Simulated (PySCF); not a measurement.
SMILES C[Si](C)(C)C[SiH2]O (C4H14OSi2), GFN2-xTB optimised geometry.

```
21

C      2.86    -1.21     0.00
Si     0.95    -1.21     0.00
C      0.34    -2.11     1.56
C      0.32    -2.11    -1.56
C      0.33     0.60     0.00
Si    -1.48     0.86     0.45
O     -2.31    -0.22    -0.46
H      3.26    -0.68    -0.86
H      3.26    -0.73     0.89
H      3.25    -2.22    -0.03
H     -0.75    -2.19     1.56
H      0.63    -1.59     2.47
H      0.74    -3.12     1.63
H      0.77    -1.70    -2.46
H      0.55    -3.17    -1.53
H     -0.76    -2.00    -1.65
H      0.52     1.03    -0.99
H      0.93     1.19     0.69
H     -1.75     0.61     1.87
H     -1.94     2.22     0.12
H     -3.26    -0.25    -0.43
```

Density from PBE/def2-SVP (PySCF) at that geometry.

Minimum of the electron density along straight lines between bonded atoms, close to the bond critical point (lines longer than 1.1 times the sum of covalent radii, or with two minima, are not listed):

| bond | length / Å | ρ at the minimum / e bohr⁻³ | ∇²ρ there / e bohr⁻⁵ | position (fraction from the first atom) |
|---|---|---|---|---|
| C1–Si2 | 1.911 | 0.108 | 0.30 | 0.62 |
| Si2–C3 | 1.908 | 0.109 | 0.31 | 0.38 |
| Si2–C4 | 1.906 | 0.109 | 0.29 | 0.38 |
| Si2–C5 | 1.913 | 0.105 | 0.30 | 0.38 |
| C5–Si6 | 1.890 | 0.112 | 0.30 | 0.62 |
| Si6–O7 | 1.630 | … | 1.06 | 0.41 |
| C1–H8 | 1.086 | 0.269 | -0.95 | 0.63 |
| C1–H9 | 1.086 | 0.269 | -0.94 | 0.62 |
| C1–H10 | 1.085 | 0.270 | -0.95 | 0.63 |
| C3–H11 | 1.085 | 0.270 | -0.95 | 0.63 |
| C3–H12 | 1.086 | 0.269 | -0.94 | 0.63 |
| C3–H13 | 1.086 | 0.269 | -0.94 | 0.63 |
| C4–H14 | 1.086 | 0.269 | -0.94 | 0.62 |
| C4–H16 | 1.085 | 0.272 | -0.98 | 0.63 |
| C5–H17 | 1.089 | 0.265 | -0.90 | 0.62 |
| C5–H18 | 1.089 | 0.264 | -0.89 | 0.62 |
| Si6–H19 | 1.467 | 0.117 | 0.32 | 0.49 |
| Si6–H20 | 1.470 | 0.116 | 0.31 | 0.49 |
| O7–H21 | 0.953 | … | … | 0.81 |

**Question.** Some entries are withheld; supply them.

**Answer.** 
- Si6–O7, ρ at the minimum / e bohr⁻³: 0.128
- O7–H21, ρ at the minimum / e bohr⁻³: 0.357
- O7–H21, ∇²ρ there / e bohr⁻⁵: -2.35
